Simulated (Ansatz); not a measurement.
The cluster Cu₂F₂. Total charge 0; singlet. Geometry PBE-D4/def2-SVP; atoms count from 1.

| atom | x (Å) | y (Å) | z (Å) |
| --- | --- | --- | --- |
| Cu1 | 0.210 | -1.058 | 0.391 |
| Cu2 | -0.210 | 1.058 | -0.390 |
| F3 | 0.346 | -0.480 | -1.489 |
| F4 | -0.347 | 0.480 | 1.489 |

No other spin state of charge 0 was run. Another isomer (singlet) lies 0.23 eV lower at PBE-D4/def2-TZVP; other spin states weren't run for this one.

(1) Estimate the Mulliken populations from the PBE0/def2-TZVP orbitals of Ansatz.

(2) And the Mayer bond orders between bonded heavy atoms (over 0.3)?

## Answers

(1) 
```json
{"atom": "Cu1", "charge (e)": "0.54", "d electrons": "9.96"}
{"atom": "Cu2", "charge (e)": "0.54", "d electrons": "9.96"}
{"atom": "F3", "charge (e)": "-0.54", "d electrons": "–"}
{"atom": "F4", "charge (e)": "-0.54", "d electrons": "–"}
```
Mulliken values and Mayer orders depend strongly on the basis.

(2) Cu1–F3 0.39 (1.97 Å); Cu1–F4 0.39 (1.97 Å); Cu2–F3 0.39 (1.97 Å); Cu2–F4 0.39 (1.97 Å).
